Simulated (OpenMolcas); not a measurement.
**Multiconfigurational calculation on S4+**

Input:

```
&GATEWAY
Coord
1

S 0.0 0.0 0.0
Basis=ANO-R3
Group=XYZ
NoMove
AngMom=0.0 0.0 0.0
AMFI
&SEWARD
&RASSCF
FileOrb=start.orb
Symmetry=1
Spin=3
nActEl=2 0 0
Inactive=2 3
Ras2=1 3
CIRoot=3 3 1
SDav=3
CIMx=300
Iter=120 100
PrWF=0.3
OrbListing=Nothing
MaxOrb=0
Atom
>>> COPY $Project.JobIph JOB001
&RASSCF
FileOrb=start.orb
Symmetry=1
Spin=1
nActEl=2 0 0
Inactive=2 3
Ras2=1 3
CIRoot=6 6 1
SDav=7
CIMx=300
Iter=120 100
PrWF=0.3
OrbListing=Nothing
MaxOrb=0
Atom
LevShft=1.5
>>> COPY $Project.JobIph JOB002
&RASSCF
FileOrb=start.orb
Symmetry=2
Spin=3
nActEl=2 0 0
Inactive=2 3
Ras2=1 3
CIRoot=3 3 1
SDav=3
CIMx=300
Iter=120 100
PrWF=0.3
OrbListing=Nothing
MaxOrb=0
Atom
>>> COPY $Project.JobIph JOB003
&RASSCF
FileOrb=start.orb
Symmetry=2
Spin=1
nActEl=2 0 0
Inactive=2 3
Ras2=1 3
CIRoot=3 3 1
SDav=3
CIMx=300
Iter=120 100
PrWF=0.3
OrbListing=Nothing
MaxOrb=0
Atom
>>> COPY $Project.JobIph JOB004
&RASSI
NrOfJobIphs=4 3 6 3 3
1 2 3
1 2 3 4 5 6
1 2 3
1 2 3
IphNames
JOB001
JOB002
JOB003
JOB004
EJob
SpinOrbit
DIPRint=1.0
SOCoupling=1000.0
Subsets=2
MEES
Property=10
'ANGMOM' 1 'ANGMOM' 2 'ANGMOM' 3 'MLTPL  1' 1 'MLTPL  1' 2 'MLTPL  1' 3
'AMFI' 1 'AMFI' 2 'AMFI' 3 'MLTPL  2' 6
SOProperty=3
'ANGMOM' 1 'ANGMOM' 2 'ANGMOM' 3
```

Launched by
```bash
OMP_NUM_THREADS=1 MOLCAS_MEM=2252 MOLCAS_PROJECT=a pymolcas a.inp > a.log  # once for each step of the input, in one work folder
```

A driver script runs the steps one by one and writes start.orb anew before each from the orbitals found so far.

Output, cut to the results:

```
--- SEWARD ---
Basis set label: S.ANO-R...6S5P4D3F1G.

      Electronic valence basis set:
      ------------------
      Associated Effective Charge  16.000000 au
      Associated Actual Charge     16.000000 au
      Nuclear Model: Finite nucleus - Gaussian distribution
        Gaussian exponent, Xi/bohr**(-2):  4.04080E+08

      Shell  nPrim  nBasis  Cartesian Spherical Contaminant
         s      17       6        X
         p      11       5        X
         d       7       4                 X
         f       5       3                 X
         g       2       1                 X
                  Relativistic X2C integrals
                  Atomic mean-field integrals
--- RASSCF ---
Wave function specifications:
      -----------------------------

      Number of closed shell electrons          10
      Number of electrons in active shells       2
      Max number of holes in RAS1 space          0
      Max nr of electrons in RAS3 space          0
      Number of inactive orbitals                5
      Number of active orbitals                  4
      Number of secondary orbitals              62
      Spin quantum number                      1.0
      State symmetry                             1
Orbital specifications:
      -----------------------

      Symmetry species                           1   2
                                                ag  au
      Frozen orbitals                            0   0
      Inactive orbitals                          2   3
      Active orbitals                            1   3
      RAS1 orbitals                              0   0
      RAS2 orbitals                              1   3
      RAS3 orbitals                              0   0
      Secondary orbitals                        32  30
      Deleted orbitals                           0   0
      Number of basis functions                 35  36
      Number of CSFs                             3
      Number of root(s) required                 3
      Iter CI   SX   CI       RASSCF       Energy    max ROT     max BLB   max BLB  Level Ln srch  Step   QN
          iter iter root      energy       change     param      element    value   shift minimum  type update
 Nr of preliminary CI iterations:   1
 ###############################################################################
 ###############################################################################
 ###                                                                         ###
 ###                                                                         ###
 ###    WARNING: Problems in orbital optimization.                           ###
 ###                                                                         ###
 ###                                                                         ###
 ###############################################################################
 ###############################################################################
  Warning: In symmetry  1, orbital p=   3 has diagonal density matrix element D(p,p) close to zero. D(p,p)=  0.000000E+00
        1   1    2    0  -393.58109425    0.00E+00   1.66E-07    1   6 1  4.58E-07   0.50   0.00    SX    NO
        ...
 ###############################################################################
 ###############################################################################
  Warning: In symmetry  1, orbital p=   3 has diagonal density matrix element D(p,p) close to zero. D(p,p)=  0.000000E+00
        4   1    2    0  -393.58109425   -3.41E-13   1.35E-08    4  13 2 -7.33E-08   0.50   0.00    SX    NO
      Convergence after  4 iterations
        5   1    2    0  -393.58109425    0.00E+00   1.35E-08    4  10 2 -5.06E-08   0.50   0.00    SX    NO
      Natural orbitals and occupation numbers for root  1
      sym 1:   0.000000
      sym 2:   1.000000   0.000000   1.000000
      Natural orbitals and occupation numbers for root  2
      sym 1:   0.000000
      sym 2:   1.000000   1.000000   0.000000
      Natural orbitals and occupation numbers for root  3
      sym 1:   0.000000
      sym 2:   0.000000   1.000000   1.000000
::    RASSCF root number  1 Total energy:   -393.58109425
::    RASSCF root number  2 Total energy:   -393.58109425
::    RASSCF root number  3 Total energy:   -393.58109425
--- RASSCF ---
Wave function specifications:
      -----------------------------

      Number of closed shell electrons          10
...
--- RASSI ---
SPIN-FREE ENERGIES:
  (Shifted by EMIN (a.u.) =       -394.5013907442)

 SF State       Relative EMIN(au)   Rel lowest level(eV)    D:o, cm**(-1)      L_eff

     4             0.0000000000        0.0000000000              0.0000         0.0
    10             0.3794247565       10.3246735991          83274.1086         1.0
    11             0.3794247565       10.3246735991          83274.1086         1.0
    12             0.3794247565       10.3246735991          83274.1086         1.0
    13             0.6410000821       17.4425008167         140683.2567         1.0
    14             0.6410000821       17.4425008167         140683.2567         1.0
    15             0.6410000821       17.4425008167         140683.2567         1.0
     2             0.9202964963       25.0425434214         201981.7343         1.0
     3             0.9202964963       25.0425434214         201981.7343         1.0
     1             0.9202964963       25.0425434214         201981.7343         1.0
     9             0.9901642341       26.9437414205         217315.9303         2.0
     8             0.9901642341       26.9437414205         217315.9303         2.0
     5             0.9901642341       26.9437414205         217315.9303         2.0
     6             0.9901642341       26.9437414205         217315.9303         2.0
     7             0.9901642341       26.9437414205         217315.9303         2.0
     Dipole printing threshold changed to   1.00000000E+00

++ Dipole transition strengths (spin-free states):
   -----------------------------------------------
     for osc. strength at least  1.00000000E+00

  ( Max oscillator strength is only   0.49842365754871382      )
--
Eigenvalues of complex Hamiltonian:
   -----------------------------------
  (Shifted by EMIN (a.u.) =       -394.5013907442)

 SO State       Relative EMIN(au)   Rel lowest level(eV)    D:o, cm**(-1)     J-value

...
```

The J values that RASSI prints are effective ones from its own formula and need not be integers or half-integers; the table below assigns J from the states.

Levels above the lowest, from the spin-orbit matrix, grouped by J:

```json
{"Configuration": "3s²", "Term": "¹S", "J": "0", "E (cm⁻¹)": "0.0", "Measured (cm⁻¹)": "0.0", "g": "", "Term weight %": "100"}
{"Configuration": "3s 3p", "Term": "³P°", "J": "0", "E (cm⁻¹)": "82606", "Measured (cm⁻¹)": "83024", "g": "", "Term weight %": "100"}
{"Configuration": "3s 3p", "Term": "³P°", "J": "1", "E (cm⁻¹)": "82936", "Measured (cm⁻¹)": "83394", "g": "1.501", "Term weight %": "100"}
{"Configuration": "3s 3p", "Term": "³P°", "J": "2", "E (cm⁻¹)": "83609", "Measured (cm⁻¹)": "84155", "g": "1.501", "Term weight %": "100"}
{"Configuration": "3s 3p", "Term": "¹P°", "J": "1", "E (cm⁻¹)": "140687", "Measured (cm⁻¹)": "127151", "g": "1.000", "Term weight %": "100"}
```

Against the 4 measured excited levels shown (NIST levels in Podobedova, Kelleher and Wiese, J. Phys. Chem. Ref. Data 38, 171 (2009); Martin, Zalubas and Musgrove, J. Phys. Chem. Ref. Data 19, 821 (1990)) the mean absolute deviation is 3700 cm-1; the largest miss in energy is 3s 3p ¹P°₁: computed 140687, measured 127151 cm⁻¹ (+10.6 %).

Measured partners are found by configuration, term and J. A level has none where our copy of the source lacks it or the pairing is in doubt (some pairs that miss far off the trend of their configuration count as doubtful), and it then counts in no deviation. Levels of configurations outside the active space are missing. The first state left out of the spin-orbit step lies near 230000 cm-1 above the lowest spin-free state of the reference (among the parities and spins computed), and the list stops at four fifths of that energy or lower.

The term weight is that of the spin-free term in the level, not the purity of its configuration. ° marks odd parity.
